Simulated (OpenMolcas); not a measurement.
Ru²⁺.

* Program: OpenMolcas 26.06
* Method: CASSCF
* Basis: ANO-RCC-VTZP [7s6p4d2f1g]
* Scalar Hamiltonian: DKH2, point nucleus
* Active space: 6 electrons in 5 orbitals (4d)
* State averaging: 2S+1 = 5 even, 5 roots; 2S+1 = 3 even, 45 roots kept (CI in the orbitals of an earlier block); 2S+1 = 1 even, 50 roots kept (CI in the orbitals of an earlier block)
* Spin-orbit coupling: state interaction with AMFI integrals over the reference wave functions, term energies averaged over their components

Levels without dynamic correlation, in cm-1 above 4d6 5D4:

| Level | E |
| --- | --- |
| 4d6 3G5 | 22665 |
| 4d6 3H6 | 17862 |
| 4d6 3P2(1) | 19087 |

On this reference, MS-CASPT2, IPEA 0.25 Eh, imaginary shift 0.1 Eh (closed shells correlated: 4s 4p) puts 4d6 3G5 at 19930 cm-1.

**Question.** Estimate the other levels at that method by one scale factor, and say how well it serves.

**Answer.** The factor is 19930 / 22665 = 0.879. Scaled values beside those that MS-CASPT2 gives:
| Level | Scaled | MS-CASPT2 | Miss (%) |
| --- | --- | --- | --- |
| 4d6 3H6 | 15701 | 16340 | -3.9 |
| 4d6 3P2(1) | 16777 | 15940 | +5.3 |
For these levels the scaled values miss MS-CASPT2 by up to 5.3 %, as correlation changes each term by its own factor, spin-orbit parts do not scale and CASPT2 has its own spread within terms. This holds within one configuration; levels of others move differently, and the target method has errors of its own against measurement.

CASPT2 does not keep the components of a term degenerate, so their means are used; among the terms shown or strongly mixed into the levels shown the widest spread is 390 cm-1 (4d6 3H, MS-CASPT2). Levels of configurations with an s electron are missing; early in the row they begin among the upper levels of the d shell and mix with terms of their name. Terms from blocks run as CI alone lack orbitals of their own. Without dynamic correlation excited terms often stand tens of per cent too high (terms of higher spin than the ground term too low), and those without a measured partner can miss by more than the paired ones (holds for CASSCF). Only configurations of the active space appear.

A number in round brackets counts repeated terms of one configuration in the order of the reference energies.
